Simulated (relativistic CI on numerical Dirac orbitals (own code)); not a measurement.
**Ta LXV: sensitivity of the levels to the model**

Base calculation: Dirac-Coulomb-Breit CI, orbitals from a KLI potential per configuration, QED by a radiative potential, unscaled Slater integrals.

Configurations in the expansion (outside the closed core 1s2): 2s2 2p5, 2s 2p6, 2p6 3s, 2s2 2p4 3s, 2p6 3p, 2p6 3d, 2s2 2p4 3p, 2s2 2p4 3d, 2s 2p5 3s, 2s 2p5 3p, 2s 2p5 3d, 2s2 2p4 4s, 2s2 2p4 4p, 2s2 2p4 4d, 2s2 2p4 4f, 2s2 2p3 3s2, 2s 2p5 4s, 2s2 2p3 3s 3p, 2s 2p5 4p, 2s2 2p4 5s, 2s2 2p4 5p, 2s2 2p3 3s 3d, 2s 2p5 4d, 2s2 2p3 3p2, 2s2 2p4 5d, 2s 2p5 4f, 2s2 2p4 5f, 2s2 2p4 5g, 2s2 2p3 3p 3d, 2s 2p4 3s2, 2s2 2p3 3d2, 2s 2p4 3s 3p, 2s 2p4 3s 3d, 2s 2p4 3p2, 2s 2p5 5s, 2s 2p4 3p 3d. Levels of other configurations are missing.

Variants: (1) P86 correlation estimate; (2) configuration mixing switched off; (3) one mean potential for all configurations. Shifts of the energy above 2s2 2p5 2P°_3/2, in eV, for the lowest level and the first level of each name with at least 55 % of one term (blank where a level changes its place among those of its configuration and J or its character, or is not in the variant):

```csv
Level,Base,Δ(1),Δ(2),Δ(3)
2s2 2p5 2P°_3/2,0.0,0.0,0.0,0.0
2s2 2p5 2P°_1/2,1305.6,0.0,-0.3,0.0
2s 2p6 2S_1/2,1775.6,+0.2,+0.3,+0.3
2s2 2p4 3s 4P_5/2,8217.0,+1.4,+0.1,-1.0
2s2 2p4 3s 2P_3/2,8227.9,+1.4,+0.1,-1.1
2s2 2p4 3s 2S_1/2,8281.2,+1.4,+2.2,-1.2
2s2 2p4 3p 2P°_1/2,8411.5,+1.5,+2.0,-1.2
2s2 2p4 3p 4D°_7/2,8716.8,+1.5,-0.4,-0.9
2s2 2p4 3d 2D_3/2,8924.0,+1.2,+1.4,-1.2
2s2 2p4 3d 4F_9/2,8947.7,+1.2,-1.1,-1.0
2s2 2p4 3d 2P_1/2,8961.7,+1.2,-1.2,-1.1
2s2 2p4 3s 4P_3/2,9528.8,+1.4,+0.4,-0.5
2s2 2p4 3s 2P_1/2,9538.4,+1.4,+0.3,-0.6
2s2 2p4 3s 2D_5/2,9549.0,+1.4,+0.1,-0.5
2s2 2p4 3s 2D_3/2,9555.2,+1.4,+0.4,-0.6
2s 2p5 3s 4P°_5/2,9928.3,+1.6,+3.2,-0.7
2s 2p5 3s 2P°_3/2,9956.1,+1.6,+1.7,-0.5
2s 2p5 3s 2P°_1/2,10011.4,+1.5,+12.5,-0.6
2s2 2p4 3p 2F°_7/2,10045.3,+1.5,-0.3,-0.4
2s 2p5 3p 2D_3/2,10153.5,+1.6,+0.7,-0.9
2s2 2p4 3d 4D_1/2,10165.9,+1.2,-0.9,-0.5
2s2 2p4 3d 4F_5/2,10183.5,+1.2,-1.5,-0.5
```

At this charge energies of transitions that change n are usually good to better than 1 %, and those within a shell (Δn = 0) to a few per cent.

Ionisation energy from the two ground configurations alone: base 15459.5 eV. The NIST ASD value (theoretical) is 15461 eV.

LS names give the leading component of a level, which can be under half, so a name can repeat, a term be missing and a line seem to break the LS rules.
